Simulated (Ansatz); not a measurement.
Start from `CB(S)S` and change one atom or group to get `CB(O)S`.

Ansatz, PBE0-D4/def2-TZVP geometries, multiplicity 1. Each molecule was computed in one conformer, which needn't be the lowest.

| property | `CB(S)S` |
| --- | --- |
| size of the dipole moment (ωB97M-V/def2-TZVPP) / D | 1.06 |
| size of the dipole moment (PBE/def2-TZVPP) / D | 1.01 |
| LUMO energy (ωB97M-V/def2-TZVPP) / eV | 1.49 |
| HOMO energy (PBE/def2-TZVPP) / eV | -6.23 |
| LUMO energy (PBE0/def2-TZVPP) / eV | -0.55 |
| LUMO energy (PBE/def2-TZVPP) / eV | -1.46 |

**Question.** What does the change do to each property? (Estimate.)

**Answer.** Ansatz gave: 
| property | `CB(O)S` | shift |
| --- | --- | --- |
| size of the dipole moment (ωB97M-V/def2-TZVPP) / D | 0.34 | -0.72 |
| size of the dipole moment (PBE/def2-TZVPP) / D | 0.31 | -0.70 |
| LUMO energy (ωB97M-V/def2-TZVPP) / eV | 1.77 | 0.28 |
| HOMO energy (PBE/def2-TZVPP) / eV | -6.41 | -0.18 |
| LUMO energy (PBE0/def2-TZVPP) / eV | 0.17 | 0.72 |
| LUMO energy (PBE/def2-TZVPP) / eV | -0.73 | 0.73 |

With PBE0 the HOMO falls by 0.26 eV and the LUMO rises by 0.72 eV, so the gap widens by about 0.98 eV. PBE moves the HOMO by -0.18 eV and ωB97M-V by -0.34 eV. Dipoles are sizes alone; their direction can turn.
